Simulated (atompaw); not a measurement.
**Co (Z = 27): PAW (atompaw) pseudisation with LDA (PW92), scalar-relativistic reference atom.**

```
Element                 : Co
Generator               : atompaw 4.2.0.5
Type                    : PAW
Functional              : LDA (PW92)
Relativity              : scalar-relativistic
Frozen core             : [Ar]
Valence charge          : 9
Reference configuration : 3d7 4s2 4p0
Partial waves           : 4s (bound): rc 3.00 bohr; 4s channel at 1.45 Ry: rc 2.75 bohr; 4p (bound, empty): rc 3.00 bohr; 4p channel at 0.5 Ry: rc 3.00 bohr; 3d (bound): rc 1.10 bohr; 3d channel at -0.2 Ry: rc 1.10 bohr
Local potential         : ultrasoft scheme with l = 3 at 1 Ry, radius 2.40 bohr
Core correction         : smooth core density matched at 2.86 bohr
Augmentation charge     : sinc compensation charge, radius 2.55 bohr; PAW radius 3.00 bohr; waves and projectors: custom polynom2 7 10 vanderbiltortho
```

- Lowest eigenvalue of the overlap operator: 0.80 (d channel)
- Overlap eigenvalues printed by atompaw (projector basis): 0.444, 0.728, 5.57, 62.1, 1.96e+03, 2.39e+03
- Share of each valence orbital outside the PAW sphere: 4s 38 %, 4p 72 %, 3d 2 %

A Bessel basis up to 400 Ry misses an occupied level by 0.04 Ry, so cutoffs and ghosts were not judged.
